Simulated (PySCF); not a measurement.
# Working out the ionisation energy of Ne²⁺

Ne²⁺ [He] 2s2 2p4 (3P) → Ne³⁺ [He] 2s2 2p3 (4S). Calculation: PySCF 2.14, in x2c-QZVPPall (7s4p3d2f1g, 57 functions); the spin-free X2C one-electron Hamiltonian (Gaussian nucleus). Frozen: nothing. Energies in hartree (1 hartree = 27.21139 eV):

```json
{"part": "UHF", "Ne²⁺ (lower)": "-126.519992", "Ne³⁺ (upper)": "-124.247719"}
{"part": "CCSD correlation", "Ne²⁺ (lower)": "-0.194234", "Ne³⁺ (upper)": "-0.143874"}
{"part": "(T)", "Ne²⁺ (lower)": "-0.001859", "Ne³⁺ (upper)": "-0.001149"}
```

Q: What does Hartree-Fock give?

A: (-124.247719) − (-126.519992) = 2.272273 hartree = 61.832 eV.

Q: What do CCSD and CCSD(T) give?

A: The CCSD correlation energies differ by 0.050360 hartree = 1.370 eV and the triples by 0.000710 hartree = 0.019 eV, so CCSD gives 63.202 eV and CCSD(T) 63.221 eV.

A first-order spin-orbit estimate adds 0.038 eV to CCSD(T) (valence and next inner shell), giving 63.259 eV against 63.423 eV (measured; NIST Atomic Spectra Database, ionization energies).

What remains against the reference includes basis incompleteness and higher excitations.
